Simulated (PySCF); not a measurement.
## Radial density of Os⁶⁸⁺ (osmium, charge +68)

PBEsol, [He] 2s2 2p4, high-spin 3P determinant. All numbers are calculated (PySCF 2.14, no relativity, point nucleus, in an even-tempered Gaussian basis (17 s from 46 bohr⁻², ratio 2.2; 10 p from 59 bohr⁻², ratio 2.2; 5 d from 230 bohr⁻², ratio 2.4; 5 f from 350 bohr⁻², ratio 2.4; 4 g from 520 bohr⁻², ratio 2.4)).

| r (bohr) | 4πr²ρ (e/bohr) | 4πr²(ρα − ρβ) |
| --- | --- | --- |
| 0.000344 | 0.4355 | 0.0000 |
| 0.000579 | 1.189 | -0.0001 |
| 0.000974 | 3.167 | -0.0001 |
| 0.00164 | 8.100 | 0.0004 |
| 0.00276 | 19.33 | 0.0069 |
| 0.00464 | 41.11 | 0.0560 |
| 0.00780 | 72.02 | 0.3681 |
| 0.0131 | 92.15 | 2.0020 |
| 0.0221 | 77.28 | 8.2414 |
| 0.0371 | 65.98 | 21.6972 |
| 0.0624 | 81.79 | 27.2655 |
| 0.105 | 35.86 | 9.9656 |
| 0.177 | 1.866 | 0.4618 |
| 0.297 | 0.003581 | 0.0008 |

A non-relativistic calculation at this Z misses sizeable relativistic shifts. Spin-orbit coupling is strong in this species (close to jj coupling), so the high-spin LS determinant is a model state, not a physical level.
